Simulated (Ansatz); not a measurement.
`ClC[SiH2][SeH]` + HI → `ClCI` + `[SiH3][SeH]`  (substitution at a C–Si bond)

Isolated molecules relaxed with PBE0-D4/def2-TZVP in Ansatz; ΔE leaves out vibrations. CCSD(T)/CBS adds triple-zeta CCSD(T) − MP2 to the extrapolated MP2 energy (def2 sets, frozen cores). DFT in def2-TZVPP. B3LYP here is the variant with VWN-RPA as its local correlation; programs differ in this. Elements past krypton have def2 core potentials. For I, Se outer-core shells are correlated without core-valence functions, which leaves a few kJ/mol of doubt a bond. Scalar relativity is left out up to krypton. Each species was taken in one conformer, which may not be the lowest.

**Question.** Is it downhill or uphill in electronic energy at CCSD(T)/CBS, and by how much? (Estimate.)

**Answer.** Computed: Uphill: ΔE = +0.54 eV.

**Question.** What do these levels give: r2SCAN-D4, PBE0-D4, B3LYP-D4, ωB97X-V, B2PLYP, r2SCAN, PBE0, HF/def2-TZVPP, CCSD/def2-TZVPP, SCS-MP2/def2-QZVPP, MP2/CBS(def2), CCSD/CBS(def2)? (Best estimate.)

**Answer.** The calculation gave: r2SCAN-D4 0.58, PBE0-D4 0.59, B3LYP-D4 0.55, ωB97X-V 0.59, B2PLYP 0.54, r2SCAN 0.57, PBE0 0.56, HF/def2-TZVPP 0.59, CCSD/def2-TZVPP 0.60, SCS-MP2/def2-QZVPP 0.51, MP2/CBS(def2) 0.51, CCSD/CBS(def2) 0.56 eV.

Largest T1 diagnostic among the species: 0.009.

From PBE to PBE0 (25 % exact exchange), in def2-TZVPP and without D4, ΔE moves by +0.05 eV.
